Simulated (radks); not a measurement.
Problem. These are the eigenvalues of the occupied orbitals of an atom or ion with whole-number occupations (eV). Calculated with a radial shooting solver on a logarithmic mesh with Libxc functionals: scalar-relativistic Kohn-Sham, LDA (Slater exchange, Perdew-Wang correlation), spin-polarised, spherical densities, finite nucleus; Fermi nuclear charge, rms radius of each element as measured or else 0.836 A^(1/3) + 0.57 fm.

orbital  eigenvalue
1s up     -83071.62
1s down   -83071.59
2s up     -14727.30
2s down   -14727.29
2p up     -12710.19
2p down   -12710.18
3s up     -3496.119
3s down   -3496.106
3p up     -2913.033
3p down   -2913.019
3d up     -2297.063
3d down   -2297.052
4s up     -769.5367
4s down   -769.5172
4p up     -578.2112
4p down   -578.1889
4d up     -350.7449
4d down   -350.7197
5s up     -120.5390
5s down   -120.4964
4f up      -98.3837
4f down    -98.3561
5p up      -68.8648
5p down    -68.7903
5d up      -12.2098
5d down    -11.8522
6s up       -9.0118
6p up       -2.5819

Which element is it, and in what charge state? The configuration may be excited. Open shells, if any, are filled with parallel spins first.

Solution. Z = 80, mercury, charge 0: Hg in [Xe] 4f14 5d10 6s1 6p1. The list shows which subshells hold electrons but not how many an open one holds; the 1s level, -3052.8 hartree, gives Z - s = 78.1 by -(Z - s)^2/2, which with screening and relativity narrows Z to a few neighbours, and the depths of the outer levels then fix element, charge and occupations together.
